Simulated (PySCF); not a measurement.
Harmonic spectrum computed at PBE0 in the def2-TZVP basis family (core potentials from Rb on, PySCF, no spin–orbit coupling):

```tsv
symmetry	ω (cm⁻¹)	IR (km/mol)
a1	656	56.7
b2	1936	235
a1	1946	66.6
```

Which molecule gave it? In each, all ligands are bound to the one heavy central atom.
A. IrH₂ (doublet)
B. ReH₂ (sextet)
C. WH₂ (quintet)
D. MoH₂ (quintet)

C. It has C2v symmetry with W–H 1.713 Å (×2).
